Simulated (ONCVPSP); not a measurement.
## Configuration tests for gallium (ONCV)

gallium (Ga), optimised norm-conserving Vanderbilt (ONCV), made with ONCVPSP 4.0.1 (PBEsol, scalar-relativistic). Core [Ar], reference 3d10 4s2 (charge +1). Waves: 4s: rc 1.80 bohr, ncon 4, nbas 9, qcut 3.8 1/bohr, 2 projectors, debl 3.2 Ha; p scattering state at 0.04 Ha: rc 1.90 bohr, ncon 4, nbas 9, qcut 4.9 1/bohr, 2 projectors, debl 2.7 Ha; 3d: rc 1.05 bohr, ncon 4, nbas 9, qcut 12.6 1/bohr, 2 projectors, debl 3.1 Ha. Local part: polynomial inside 0.80 bohr (lpopt 5, dvloc0 0 Ha). Core correction: none.

In the p channel the program set the typed energies aside and used 0.050, 2.750 Ha.

Energies are relative to the spin-unpolarised reference configuration 3d10 4s2; without spin polarisation the order of configurations can differ from experiment.

```tsv
valence configuration	charge	ΔE all-electron (eV)	error AE − PS (meV)
3d10 4s2 4p1	0	-5.680	+4.9
3d10 4s1	+2	21.137	-2.5
```

(1) What are ΔE and the potential's error for 3d10 4s0?

(2) What are ΔE and the potential's error for 3d9 4s2 4p1?

Levels in the configuration 3d10 4s0:

```json
{"level": "3d", "all-electron (eV)": "-52.458", "pseudo (eV)": "-52.233"}
```

Note: ghosts flagged at negative energy: s at -120.1 eV; GHOST(+) flagged for p at 82.1 eV. A true bound ghost makes a file unfit for plane-wave use.

Answers

(1) ΔE = 52.258 eV all-electron; the error (AE − PS) is +30 meV.

(2) ΔE = 22.031 eV all-electron; the error (AE − PS) is -239 meV.
